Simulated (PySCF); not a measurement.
One of the candidates below gave these computed data.

All candidates are C6H10N2.

| technique | computed result |
| --- | --- |
| Dipole | 3.83 D [CAM-B3LYP/def2-SVPD] |
| UV, first state | lowest singlet excitation: 6.08 eV (204 nm, f = 0.007) [TDDFT CAM-B3LYP/def2-SVPD] |
| Triplet | lowest triplet excitation (Tamm–Dancoff): 4.44 eV [TDA CAM-B3LYP/def2-SVPD] |
| UV, strongest line | among the 8 lowest singlet transitions: S2 at 6.28 eV (198 nm, f = 0.122) [TDDFT CAM-B3LYP/def2-SVPD] |
| Rotational structure | rotational constants A, B, C: 5.429, 1.274, 1.134 GHz [GFN2-xTB] |
| Polarisability | 83.6 au [CAM-B3LYP/def2-SVPD] |

Gas-phase values; electronic properties from PySCF, density fitting. Levels stand in brackets. The structure is a single GFN2-xTB conformer in the gas phase; no vibrational or solvent corrections.

**Question.** Which candidate is it?
A. `C=C/C(C)=N/N=C\C`
B. `C=C/C(CC)=N\N=C`
C. `CCc1cn(C)cn1`

**Answer.** C. It is `CCc1cn(C)cn1`. Numbering: `[CH3:1][CH2:2][c:3]1[cH:4][n:5]([CH3:6])[cH:7][n:8]1`. Its formula, C6H10N2, gives 3 degrees of unsaturation: 1 ring and 2 π bonds in the structure found (Kekulé form). The optimised geometry has point group C1 and is an asymmetric top.

The others, at the same levels:
- `C=C/C(CC)=N\N=C` fails: its computed lowest singlet excitation is 4.34 eV (286 nm, f = 0.002) (against 6.08 eV), lowest triplet excitation (Tamm–Dancoff) is 2.95 eV (against 4.44 eV) and strongest line among the 8 lowest singlet transitions is S3 at 4.99 eV (248 nm, f = 0.207) (against S2 at 6.28 eV).
- `C=C/C(C)=N/N=C\C` fails: its computed lowest singlet excitation is 4.58 eV (271 nm, f = 0.019) (against 6.08 eV), lowest triplet excitation (Tamm–Dancoff) is 3.05 eV (against 4.44 eV) and strongest line among the 8 lowest singlet transitions is S3 at 5.37 eV (231 nm, f = 0.679) (against S2 at 6.28 eV).

Each candidate is one conformer, not necessarily the lowest. Dipoles, sizes and rotational constants follow the conformer. The torsions of the flexible species, by atom-mapped SMILES:
- `[CH3:1][CH2:2][c:3]1[cH:4][n:5]([CH3:6])[cH:7][n:8]1`: C1–C2–C3–C4 91°
- `[CH2:1]=[CH:2]/[C:3]([CH2:4][CH3:5])=[N:6]\[N:7]=[CH2:8]`: C1–C2–C3–C4 167°, C2–C3–C4–C5 -72°, C3–N6–N7–C8 -107°
- `[CH2:1]=[CH:2]/[C:3]([CH3:4])=[N:5]/[N:6]=[CH:7]\[CH3:8]`: C1–C2–C3–C4 1°, C3–N5–N6–C7 -103°
